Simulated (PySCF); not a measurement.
H6AlN3, singlet, geometry from GFN2-xTB (such geometries of metal compounds can be far from the true shape). Base run: PBE/6-31G, polarisability in PySCF.

The PySCF input:
```python
from pyscf import gto, scf, dft
from pyscf.prop import polarizability

mol = gto.Mole()
mol.atom = '''
    Al    0.00000000    0.00000000    0.00000000
    N    -1.27924767   -1.23781258    0.01094223
    H    -1.23150605   -2.12583487    0.48928477
    H    -2.16941182   -1.16492659   -0.46019454
    N    -0.23958119    1.51967416   -0.89552533
    H     0.42775617    2.27499336   -0.95739779
    H    -1.06468987    1.76510548   -1.42338286
    N     1.51882886   -0.28186158    0.88458310
    H     2.29619592    0.36072939    0.93409808
    H     1.74165565   -1.11006676    1.41759233
'''
mol.basis = '6-31g'
mol.verbose = 4
mol.build()

mf = dft.RKS(mol)
mf.xc = 'pbe'
mf.kernel()
alpha = mf.Polarizability().polarizability()[2, 2]
print('alpha_zz =', alpha)
```

Each row names what was changed in the base input (with any setting that the change needs).

| change | alpha_zz (bohr³) | basis functions | core-seconds (rough) |
|---|---|---|---|
| base | 35.00 | 52 | 10 |
| basis = 6-31+G* | 48.95 | 88 | 20 |
| basis = cc-pVDZ | 38.60 | 90 | 20 |
| finite field (a.u.) = 0.001; conv_tol = 1e-11 | 35.00 | 52 | 10 |
| basis = def2-SVPD | 51.32 | 132 | 30 |
| finite field (a.u.) = 2e-4; conv_tol = 1e-11 | 35.00 | 52 | 10 |
| finite field (a.u.) = 0.05; conv_tol = 1e-11 | 37.38 | 52 | 20 |
| functional = camb3lyp | (withheld) | 52 | 30 |
| functional = pbe0 | 31.95 | 52 | 10 |
| functional = hf | (withheld) | 52 | 1 |
| functional = lda,vwn | 35.01 | 52 | 9 |
| finite field (a.u.) = 2e-4; conv_tol = 1e-6 | - | 52 | 9 |

**Question.** What belongs in the gaps?

**Answer.** 
- functional = camb3lyp, alpha_zz (bohr³): 30.96
- functional = hf, alpha_zz (bohr³): 26.89

Finite-field rows take the second difference of the energy in a field along z; a small field with loose convergence shows SCF noise divided by the square of the field, and a large one adds hyperpolarisability.
